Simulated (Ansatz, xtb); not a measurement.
The molecule CF+, closed-shell singlet (lowest of 2S+1 = 1, 3, 5 at CCSD(T)/def2-TZVPP on PBE0 minima; our sources give no spin for the ground state, which may be another).

Constants: fifth-degree fit in 1/R to seven points, most abundant isotopes. Runs in def2 and cc sets follow the lowest solution found near the PBE0 minimum. The singlet is held restricted.

Cores are frozen in the correlated methods. CBS(a, b) extrapolates the correlation energy as X⁻³ and adds the Hartree–Fock energy of set b.

Codes used: Ansatz (Gaussian basis) for Hartree–Fock, density functionals and correlated methods; xtb for the GFN methods. Each number belongs to the level named beside it.

Q: What bond length and harmonic frequency does GFN2-xTB give?

A: r_e = 1.134 Å, ω_e = 2020 cm⁻¹.

Q: What bond length and harmonic frequency does CCSD(T)/def2-TZVPP give?

A: r_e = 1.161 Å, ω_e = 1779 cm⁻¹.

Q: What bond length and harmonic frequency does CCSD(T)/CBS(aug-cc-pVQZ, aug-cc-pV5Z) give?

A: r_e = 1.156 Å, ω_e = 1791 cm⁻¹.

Ansatz is a program for electronic structure.
